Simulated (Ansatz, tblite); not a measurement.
Cost and result up the ladder for VH₂Cl₂ (5 atoms). The state is a doublet with charge 0. Geometry: PBE-D4/def2-TZVP.

```xyz
5

V     0.049   -0.052    0.069
H    -0.830   -0.556   -1.200
H    -0.110    1.553   -0.122
Cl    2.061   -0.447   -0.502
Cl   -1.169   -0.498    1.756
```

Ansatz on 4 threads of Intel Xeon Platinum 8488C on a shared host; xTB runs through tblite on one thread. Times are rough, summed over both states, and most runs start from the orbitals of an earlier one. No level here is sound enough to serve as a yardstick. The other state is a singlet.

The xTB rows come from tblite. No other spin state of charge 0 was run.

Run but left out: HF/def2-TZVPP, MP2/def2-TZVPP (doublet: ⟨S²⟩ 1.32, where a pure state has 0.75); CCSD/def2-TZVPP, CCSD(T)/def2-TZVPP (charge +1 singlet: restricted singlet, unstable towards broken spin symmetry).

Raw xTB energies of ions are shifted by several eV, and xTB has no spin-polarisation term.

```tsv
level	functions	wall time
GFN2-xTB	29	0.009 s
GFN1-xTB	31	0.01 s
PBE-D4/def2-TZVP	131	2 s
r2SCAN-D4/def2-TZVP (with forces)	131	4.7 s
PBE0-D4/def2-TZVP	131	5 s
```

(1) Estimate what each level gives for the vertical IE (eV).

Results:

(1) 
```tsv
level	vertical IE (eV)	remarks
GFN2-xTB	13.55	–
GFN1-xTB	14.20	–
PBE-D4/def2-TZVP	9.14	restricted SCF unstable in HF (+1 singlet)
r2SCAN-D4/def2-TZVP (with forces)	9.46	restricted SCF unstable in HF (+1 singlet)
PBE0-D4/def2-TZVP	9.84	restricted SCF unstable in HF (+1 singlet)
```
